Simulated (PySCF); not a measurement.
Working out the ionisation energy of Cr

Cr [Ar] 3d5 4s1 (7S) → Cr⁺ [Ar] 3d5 (6S). All numbers are calculated (PySCF 2.14, scalar relativity by spin-free X2C-1e, in ANO-RCC-VTZP). Frozen: [Ne]. Energies in hartree (1 hartree = 27.21139 eV):

```csv
part,Cr (lower),Cr⁺ (upper)
UHF,-1049.654299,-1049.432873
MP2 opposite-spin,-0.266352,-0.259881
MP2 same-spin,-0.185837,-0.166108
```

Q: What does Hartree-Fock give?

A: (-1049.432873) − (-1049.654299) = 0.221426 hartree = 6.025 eV.

Q: What do MP2 and SCS-MP2 (6/5 opposite-spin, 1/3 same-spin) give?

A: The opposite-spin parts differ by 0.176 eV and the same-spin parts by 0.537 eV. MP2: 6.025 + (0.176) + (0.537) = 6.738 eV. SCS-MP2: 6.025 + 1.2 × (0.176) + (0.537)/3 = 6.415 eV.

Measured between the centres of the two terms (NIST): 6.767 eV, so MP2 (valence and next inner shell) is off by -0.029 eV.

What remains against the reference includes basis incompleteness, the frozen core and correlation beyond second order.
